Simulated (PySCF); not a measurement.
# Se (selenium, neutral) across methods

[Ar] 3d10 4s2 4p4, high-spin 3P determinant. Calculation: PySCF 2.14, in def2-TZVPPD; no relativity, point nucleus.

```tsv
method	E (hartree)	mean ε 4s β (eV)	mean ε 4p α (eV)	mean ε 4p β (eV)	Σ⟨r²⟩ (bohr²)	⟨S²⟩
UHF	-2399.82760	-20.184	-11.617	-9.481	41.22	2.011
PBE	-2401.125	-15.657	-7.165	-5.739	41.20	2.003
PW91	-2401.633	-15.734	-7.202	-5.788	41.16	2.003
wB97X	-2401.521	-19.911	-10.744	-9.236	40.89	2.003
HSE06	-2401.191	-16.760	-8.031	-6.506	40.98	2.003
PBE0	-2401.205	-17.077	-8.459	-6.895	40.94	2.004
LDA	-2398.061	-16.015	-7.236	-5.839	41.16	2.002
r2SCAN	-2401.475	-15.769	-7.567	-6.021	40.81	2.005
wB97M-V	-2401.359	-19.690	-10.559	-9.068	41.27	2.003
```
